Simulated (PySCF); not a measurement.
## Exercise with solution: oscillator strength and radiative lifetime

Zn(Et)2 (C₄H₁₀Zn), SMILES [CH2](C)[Zn][CH2]C.

The structure is a stationary point at PBE-D3(BJ)/def2-SVP. The isomer is the one that the SMILES or the coordinates give; other isomers of the formula were not compared. One conformer was computed; it need not be the lowest.

TDDFT-LC-ωPBE/def2-SVPD (PySCF 2.14.0) puts the first singlet state with f over 0.02 at 6.61 eV (vertical), with the transition dipole (-0.329, -1.183, 0.000) in atomic units.

Question: Find the oscillator strength, the wavelength and the radiative lifetime that this transition would have in vacuum if emission retraced absorption.

Answer: 
|μ|² = 1.5077 au, so |μ| = 3.12 D. ΔE = 6.61/27.211 = 0.2429 hartree. f = (2/3) ΔE |μ|² = 0.244 (the program prints 0.244).
λ = 1239.84/6.61 = 188 nm; ν = 53313 cm⁻¹.
Einstein's coefficient A = 0.6670 ν² f s⁻¹ (ν in cm⁻¹) = 4.6e8 s⁻¹, so τ = 1/A = 2.2 ns. This state is S3; the lower singlets have f = 0.000, 0.000. The figure is the radiative limit of this one transition; relaxation, internal conversion, crossing to triplets and a medium change what is measured.
